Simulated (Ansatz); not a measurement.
thionyl fluoride (F$_{2}$OS), singlet, at a GFN2-xTB geometry. Base run: Ansatz (a quantum-chemistry and plane-wave program) with HF/def2-SVP.

Input for Ansatz:
Ansatz 0.2 input:
```yaml
crystal:
  periodic: [false, false, false]
  atoms:
    - {symbol: O, position_ang: [1.36431422, -0.14953623, -0.37776966]}
    - {symbol: S, position_ang: [0.20253837, -0.00630885, 0.40783444]}
    - {symbol: F, position_ang: [-0.66691673, 1.26541662, -0.23549748]}
    - {symbol: F, position_ang: [-0.90587522, -1.12127979, -0.15374626]}
basis:
  gaussian:
    orbitals: def2-SVP
hamiltonian:
  xc: hf
```

Each row names what was changed in the base input (with any setting that the change needs).

| change | ΔE vs base (mEh) |
|---|---|
| base | 0.000 |
| accuracy = high | -0.015 |
| point_charge = charge:1.0 position_ang:2.8288, -3.423, -0.148 | -2.766 |
| fitting.mean_field = def2-universal-JKFIT | 0.371 |
| lower_state_search = light | 0.000 |
| lower_state_search = off | 0.000 |
| point_charge = charge:0.5 position_ang:1.5262, -4.1697, 0.0339 | 0.363 |
| forces = on | 0.000 |
| nuclear_model = gaussian | 0.355 |
| lower_state_search = full | 0.000 |
| fitting.mean_field = cc-pVTZ-JKFIT | 0.212 |
